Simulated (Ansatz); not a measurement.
Cost and result for the atomization energy of `[OH][Zn][SH]` (5 atoms, 4 bonds).

Cartesian coordinates in Å:
```
O 1.697 0.753 -0.283
Zn 0.180 -0.008 0.231
S -1.581 -1.043 0.898
H 1.643 1.686 -0.495
H -1.939 -1.387 -0.352
```

Charge 0, multiplicity 1. For Zn the d shell is correlated and the shells below it are frozen. Scalar relativity is left out up to krypton. Geometry: relaxed with PBE0-D4/def2-TZVP. It is one conformer, not always the lowest. Program: Ansatz. Hardware: A = 2 threads of an AMD EPYC 7R13 on a shared host; B = 2 threads of an AMD EPYC 7R13 on a shared host and a share of an NVIDIA H100 80 GB. Times are those of one run each, without the atoms' runs, and a repeat can differ threefold. Electronic energies, without spin–orbit coupling; frozen cores. CCSD(T)/CBS adds CCSD(T) − MP2 in def2-TZVPP to the MP2 limit, and its time is that of the two runs behind it. T1 = 0.016. With those shells the extrapolation isn't a true limit. HSE06 is the plane-wave form, built on full-range PBE exchange.

CCSD(T)/CBS is a level of theory with its own doubt, some kJ/mol a heavy atom from the limit and from the frozen cores, so smaller differences don't rank the functionals.

```tsv
level	functions	atomization (kcal/mol)	difference from CCSD(T)/CBS	per bond
HSE06-D4/def2-TZVPP [A]	165	321.5	-6.8	-1.7
CCSD(T)/def2-TZVPP [B]	165	314.3	-14.0	-3.5
CAM-B3LYP-D4/def2-TZVPP [A]	165	322.6	-5.7	-1.4
PBE0-D4/def2-TZVPP [A]	165	321.2	-7.1	-1.8
CCSD(T)/def2-QZVPP [B]	287	323.4	-4.9	-1.2
ωB97M-V/def2-TZVPP (with forces) [A]	165	326.6	-1.7	-0.4
CCSD(T)/CBS(def2)	–	328.3	0.0	0.0
LDA (SPW92)/def2-TZVPP [A]	165	383.7	55.4	13.8
CCSD(T)/def2-SVP [A]	73	289.9	-38.4	-9.6
B97M-V/def2-TZVPP [A]	165	323.9	-4.4	-1.1
r2SCANh-D4/def2-TZVPP [A]	165	325.2	-3.1	-0.8
ωB97X-V/def2-TZVPP [A]	165	328.6	0.3	0.1
r2SCAN-D4/def2-TZVPP (with forces) [A]	165	329.3	1.0	0.2
```

Problem. Order the runs by time, with rough figures. (Estimate.)

Solution. Computed: LDA (SPW92)/def2-TZVPP [A] 1.2 s; CCSD(T)/def2-SVP [A] 2.1 s; PBE0-D4/def2-TZVPP [A] 2.1 s; HSE06-D4/def2-TZVPP [A] 2.4 s; CAM-B3LYP-D4/def2-TZVPP [A] 2.6 s; CCSD(T)/def2-TZVPP [B] 2.8 s; r2SCANh-D4/def2-TZVPP [A] 3.6 s; r2SCAN-D4/def2-TZVPP (with forces) [A] 3.6 s; CCSD(T)/def2-QZVPP [B] 3.9 s; B97M-V/def2-TZVPP [A] 4.8 s; ωB97X-V/def2-TZVPP [A] 5 s; CCSD(T)/CBS(def2) 6.7 s; ωB97M-V/def2-TZVPP (with forces) [A] 7 s.

At CCSD(T), def2-SVP lies −38.5 kcal/mol from the extrapolated value and def2-TZVPP −14.0 kcal/mol: correlation converges slowly with the basis, and small sets miss more of it in the bonded molecule than in its fragments. The D4 term adds +2.8 kcal/mol with B3LYP and +1.5 kcal/mol with PBE0; it sums over pairs of atoms, weighted by their polarisabilities, and B3LYP, whose exchange is more repulsive, gets the larger term. In def2-TZVPP, CCSD(T) changes the Hartree–Fock value by +102.9 kcal/mol (the triples alone add +6.9 kcal/mol) and MP2 by +115.4 kcal/mol; breaking electron pairs costs correlation energy, which Hartree–Fock lacks.

B3LYP here is the variant with VWN-RPA as its local correlation; programs differ in this.
